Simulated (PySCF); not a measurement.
Species: C3H7BF2OSi.
SMILES with atom numbers: `[F:1][B:2]([F:3])[C@H:4]1[CH2:5][O:6][SiH2:7][CH2:8]1`

Geometry (PBE0-D3(BJ)/def2-SVP, Å), atoms numbered from 1 in this order:
```xyz
15
C3H7BF2OSi angstrom
F      3.1690    0.5890    1.4434
B      2.3654   -0.1429    0.6933
F      2.8069   -1.3431    0.3545
C      0.9371    0.3416    0.2984
C      0.4100   -0.1648   -1.0485
O     -0.9970   -0.0312   -1.0779
Si    -1.6824   -0.0950    0.4545
C     -0.0406   -0.1781    1.3936
H      0.9030    1.4441    0.3075
H      0.6928   -1.2242   -1.1962
H      0.8385    0.4103   -1.8850
H     -2.4906    1.1302    0.7213
H     -2.5425   -1.3008    0.6342
H      0.1745   -1.2272    1.6624
H      0.0087    0.4192    2.3155
```

NICS = −σ at a ghost point: NICS(0) at the centroid of the ring atoms, NICS(1) 1 Å to either side along the normal of their mean plane, zz for the tensor component along that normal. Level: GIAO CAM-B3LYP/pcSseg-1 (PySCF, non-relativistic, gas phase) on the PBE0-D3(BJ)/def2-SVP geometry, one conformer.

Ring bond lengths (Å): C4–C5 1.532, C5–O6 1.414, O6–Si7 1.680, Si7–C8 1.893, C8–C4 1.557.

Give the NICS values of each ring in ppm.

```json
{"ring": "C4–C5–O6–Si7–C8", "type": "5-membered ring with O and Si; formal bonds all single", "NICS(0)": "-6.3", "NICS(1), two faces": "-3.2 / -3.7", "NICS(1)zz, two faces": "-4.0 / -4.8", "rms pucker (Å)": "0.17", "centre to ring atoms, mean (Å)": "1.35"}
```

What do they say, and how far can they be read as aromaticity?

- C4–C5–O6–Si7–C8: mean NICS(1)zz -4.4 ppm, shielded. C4, C5, Si7, C8 have four or more neighbours, so the value isn't read as a sign of a π ring current.

List the ring angles.

- C4–C5–O6–Si7–C8: C4 107.0°, C5 109.2°, O6 112.5°, Si7 95.8°, C8 100.4°; sum 524.9° against 540° for a flat convex ring.

How do the values depend on the level or the medium?

```json
{"level": "CAM-B3LYP/pcSseg-1, gas", "NICS(0), C4–C5–O6–Si7–C8": "-6.3", "mean NICS(1)zz, C4–C5–O6–Si7–C8": "-4.4"}
{"level": "PBE0/pcSseg-1, gas", "NICS(0), C4–C5–O6–Si7–C8": "-6.7", "mean NICS(1)zz, C4–C5–O6–Si7–C8": "-4.7"}
{"level": "PBE0/pcSseg-1, IEF-PCM chloroform", "NICS(0), C4–C5–O6–Si7–C8": "-6.8", "mean NICS(1)zz, C4–C5–O6–Si7–C8": "-4.7"}
{"level": "PBE0/pcSseg-1, IEF-PCM water", "NICS(0), C4–C5–O6–Si7–C8": "-6.8", "mean NICS(1)zz, C4–C5–O6–Si7–C8": "-4.7"}
```

The geometry is the same throughout; the continuum's cavity takes Bondi-type radii × 1.2.

Time: 53 s of wall time; peak memory 0.93 GiB. Hardware: one thread, Arm Neoverse N1 (aarch64) (shared host). This is the whole shielding run at CAM-B3LYP/pcSseg-1, SCF included.
